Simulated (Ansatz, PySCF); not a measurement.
This Ansatz (a program for electronic structure) input computes a B3LYP/def2-TZVPD energy:

Ansatz 0.2 input:
```yaml
crystal:
  periodic: [false, false, false]
  atoms:
    - {symbol: Cl, position_ang: [-0.00000000, -0.00000000, -2.25495647]}
    - {symbol: I, position_ang: [0.00000000, 0.00000000, 0.72328792]}
basis:
  gaussian:
    orbitals: def2-TZVPD
hamiltonian:
  xc: {name: B3LYP}
total_charge: -1
magnetization: {spin_polarized: true, initial_magnetization: 1}
output: {forces: true}
```

Write an input for the same energy in PySCF and say what it gives.


```python
from pyscf import gto, scf, dft

mol = gto.M(
    atom='''
    Cl   -0.00000000   -0.00000000   -2.25495647
    I     0.00000000    0.00000000    0.72328792
    ''',
    basis='def2-tzvpd',
    ecp='def2-tzvp',
    charge=-1,
    spin=1,
    symmetry='C2v',
    verbose=4,
)

mf = dft.UKS(mol, xc='b3lyp').density_fit(auxbasis='def2-universal-jkfit')
mf.grids.level = 3
mf.conv_tol = 1e-9
mf.max_cycle = 100
mf.max_memory = 1500
mf.kernel()
if not mf.converged:
    mf = mf.newton()
    mf.kernel(mf.make_rdm1())
mf.analyze()
```
It gives -758.12954 Eh, and Ansatz -758.12941 Eh, a difference of 0.13 mEh, from the treatment of integrals and grids.
